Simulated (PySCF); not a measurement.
H6O4Si2 (SMILES O[Si](O)(O)O[SiH3]), singlet, at a GFN2-xTB geometry. Base run: DF-R2SCAN/def2-SV(P) in PySCF.

Here is a job for PySCF.
```python
from pyscf import gto, scf, dft

mol = gto.Mole()
mol.atom = '''
    O    -0.082933   -1.336637    1.403075
    Si    0.637595   -0.306986    0.383995
    O     1.248342    0.927343    1.233910
    O     1.832754   -1.060329   -0.400437
    O    -0.419752    0.235815   -0.726983
    Si   -1.842553    0.881900   -1.126914
    H    -0.602211   -0.987955    2.121266
    H     1.854266    1.522131    0.802153
    H     1.639106   -1.870365   -0.862450
    H    -1.726600    1.078315   -2.569653
    H    -2.019147    2.141700   -0.399851
    H    -2.903293   -0.062157   -0.767125
'''
mol.basis = 'def2-sv(p)'
mol.charge = 0
mol.spin = 0
mol.verbose = 4
mol.max_memory = 1800
mol.build()

mf = dft.RKS(mol)
mf.xc = 'r2scan'
mf = mf.density_fit(auxbasis='def2-universal-jkfit')
mf.kernel()
```

All variants below ran on the same shared machine, one core each. Differences are taken from the largest basis of the def2 family in the series, which isn't the basis-set limit (def2-TZVPP: -883.713012 Eh). The cheapest run took around 15 core-seconds (rough).

| setting | basis functions | cost, times the cheapest (rough) | difference in total energy (mEh) |
|---|---|---|---|
| def2-SV(P) | 104 | 1 | 657.37 |
| def2-SVP | 122 | 1 | 620.48 |
| def2-TZVP | 234 | 5 | 5.83 |
| def2-TZVPP | 292 | 6 | reference |

Times come from a shared machine, hold the start-up and are rough. Total energies converge more slowly with the basis than energy differences do.
